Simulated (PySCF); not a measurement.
Computed shifts of a molecule C₂H₁₂OSi₃, PBE/pcSseg-1 run with PySCF, GIAO, gas phase, atoms alike by connectivity averaged where their shifts nearly agree, in ppm (number of nuclei): ²⁹Si: 11.6 (1), -61.7 (1), -114.8 (1). ¹³C: 22.6 (1), 9.6 (1). ¹H: 5.93 (1), 4.26 (3), 3.73 (3), 1.62 (1), 1.40 (1), 1.25 (1), 1.14 (1), 0.92 (1). References: ¹⁷O against H2O (σ = 334.3 ppm); ²⁹Si against TMS (σ = 335.4 ppm); ¹³C against TMS (σ = 182.0 ppm); ¹H against TMS (σ = 31.49 ppm), references at their B3LYP-D3(BJ)/def2-TZVP geometries, non-relativistic. Geometry: PBE0-D3(BJ)/def2-SVP. Other conformers were not sampled.

Problem. Which structure fits?
A) O[C@H]([SiH3])C([SiH3])[SiH3]
B) CC[SiH2]O[SiH2][SiH3]
C) O[Si@@H]([SiH3])CC[SiH3]
D) C[SiH2]CO[SiH2][SiH3]

Solution. C, O[Si@@H]([SiH3])CC[SiH3]
